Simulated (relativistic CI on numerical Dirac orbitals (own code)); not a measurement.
**Level scheme of Tb LV**

Method of calculation: Dirac-Coulomb-Breit CI, orbitals from a KLI potential per configuration, QED by a radiative potential, unscaled Slater integrals (own radial code, finite nucleus).

Configuration list (outside the closed core [Ne]): 3s, 3p, 3d, 4s, 4p, 4d, 4f, 5s, 5p, 5d, 5f, 5g, 6s, 6p, 6d. Levels of other configurations are missing.

The lowest level is 3s ²S1/2, with 100 % of that term; Hund's rules for 3s give ²S with J = 1/2, in agreement.

```tsv
No.	Configuration	Term	J	E (eV)	%	Landé g	Lifetime (s)	jj configuration (%)
1	3s	²S	1/2	0.00	100	1.988		3s (100)
2	3p	²P°	1/2	131.10	100	0.652	2.96e-11	3p1/2 (100)
3	3p	²P°	3/2	334.44	100	1.323	1.68e-12	3p3/2 (100)
4	3d	²D	3/2	493.80	100	0.789	1.84e-12	3d3/2 (100)
5	3d	²D	5/2	540.26	100	1.191	8.40e-12	3d5/2 (100)
6	4s	²S	1/2	2375.57	100	1.995	3.02e-14	4s (100)
7	4p	²P°	1/2	2429.81	100	0.658	2.48e-14	4p1/2 (100)
8	4p	²P°	3/2	2512.91	100	1.328	3.53e-14	4p3/2 (100)
9	4d	²D	3/2	2573.34	100	0.794	1.59e-14	4d3/2 (100)
10	4d	²D	5/2	2593.46	100	1.195	1.55e-14	4d5/2 (100)
11	4f	²F°	5/2	2625.48	100	0.852	7.42e-15	4f5/2 (100)
12	4f	²F°	7/2	2634.23	100	1.138	7.58e-15	4f7/2 (100)
13	5s	²S	1/2	3433.04	100	1.998	3.74e-14	5s (100)
14	5p	²P°	1/2	3460.31	100	0.661	3.09e-14	5p1/2 (100)
15	5p	²P°	3/2	3502.09	100	1.330	4.20e-14	5p3/2 (100)
16	5d	²D	3/2	3531.67	100	0.796	2.14e-14	5d3/2 (100)
17	5d	²D	5/2	3542.04	100	1.197	2.12e-14	5d5/2 (100)
18	5f	²F°	5/2	3557.88	100	0.853	1.40e-14	5f5/2 (100)
19	5f	²F°	7/2	3562.37	100	1.140	1.43e-14	5f7/2 (100)
20	5g	²G	7/2	3564.55	100	0.885	2.52e-14	5g7/2 (100)
21	5g	²G	9/2	3567.23	100	1.108	2.54e-14	5g9/2 (100)
22	6s	²S	1/2	3993.88	100	1.999	5.19e-14	6s (100)
23	6p	²P°	1/2	4009.45	100	0.663	4.32e-14	6p1/2 (100)
24	6p	²P°	3/2	4033.34	100	1.332	5.70e-14	6p3/2 (100)
25	6d	²D	3/2	4050.03	100	0.797	3.12e-14	6d3/2 (100)
26	6d	²D	5/2	4056.05	100	1.198	3.14e-14	6d5/2 (100)
```

Energies count from the lowest computed level; ° marks odd parity; lifetimes are radiative, by E1, M1, E2, M2 decay to levels of this space only. Filled j subshells are mostly left out of the jj labels.

The mean weight of the leading LS term, summed over parents, in these 26 levels is 100 %, and that of the leading jj configuration (from the same eigenvectors) 100 %.

At this charge energies of transitions that change n are usually good to better than 1 %, and those within a shell (Δn = 0) to a few per cent.
